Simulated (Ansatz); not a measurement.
Two structures of CH$_{7}$FSn, singlet, reached by relaxing down either side of one saddle point (PBE0-D4/def2-TZVP). Energies are electronic, without zero-point energy. Program: Ansatz 0.2.0. Basis: def2-TZVPP and def2-QZVPP. Cores are frozen in the correlated methods. Filled d shells of the heavier atoms are correlated. Core potentials replace the inner electrons of the atoms past krypton. The def2 sets are not built for correlating such inner shells, so the correlated values are less sure here. Extrapolation: Hartree–Fock as exp(−7.88 √X), correlation as X^−2.97. First:

```xyz
10
angstrom
Sn -0.9098 0.5832 -0.3493
C 0.0254 -1.3312 -0.2699
H -1.5722 0.9169 -1.8855
H -2.1013 0.7674 0.8565
H 0.2873 1.7993 -0.0637
H 1.5530 1.3314 0.9512
F 2.1498 0.9095 1.5268
H -0.7272 -2.1167 -0.3334
H 0.7228 -1.4352 -1.1006
H 0.5721 -1.4246 0.6678
```

Second:

```xyz
10
angstrom
Sn -0.9902 1.9179 0.0158
C 0.8917 -1.8833 -0.0893
H -1.3234 0.5504 -0.9366
H -2.2274 2.3090 1.1149
H -0.4129 3.2495 -0.8704
H 1.0559 -0.9790 0.4962
F 0.4964 1.3991 1.1287
H -0.1174 -2.2566 0.0871
H 1.0140 -1.6611 -1.1498
H 1.6132 -2.6459 0.2034
```

Problem. Which bonds change from the first to the second?

Solution. CH₆Sn ([CH3][SnH3]) + HF → SnH₃F ([F][SnH3]) + CH₄; bonds formed: Sn1–F7, C2–H6; bonds broken: Sn1–C2, H6–F7.

Problem. Give the saddle point's structure and its height above each. (To be estimated.)

Solution. The calculation gives: 1.400 eV above the first and 2.085 eV above the second (CCSD(T) at an estimated basis limit (MP2 extrapolated from triple and quadruple zeta, plus CCSD(T) − MP2 in triple zeta)).
| atom | x (Å) | y (Å) | z (Å) |
| --- | --- | --- | --- |
| Sn1 | -0.6973 | 0.9989 | -0.1579 |
| C2 | 0.4777 | -1.1248 | -0.1027 |
| H3 | -1.6255 | 0.2109 | -1.3802 |
| H4 | -1.7200 | 1.3126 | 1.1593 |
| H5 | 0.1389 | 2.2865 | -0.8808 |
| H6 | 0.8304 | -0.1153 | 0.7038 |
| F7 | 0.9846 | 0.9069 | 1.3324 |
| H8 | -0.4163 | -1.7210 | 0.0779 |
| H9 | 0.7227 | -1.1235 | -1.1644 |
| H10 | 1.3047 | -1.6311 | 0.4125 |

T1 diagnostic: at most 0.014.

Labels in which every atom is bracketed show which atoms are joined, not bond orders.

For scale, one of the runs: CCSD(T)/def2-TZVPP, 210 basis functions, launched by `ansatz run in.yaml --threads 4 --pin off --events-out ev --progress --plain --max-ram 9574MiB`. Time: 110 s of wall clock on 4 CPU threads of an Intel Xeon; the host was shared. Peak host memory: 3.3 GiB.
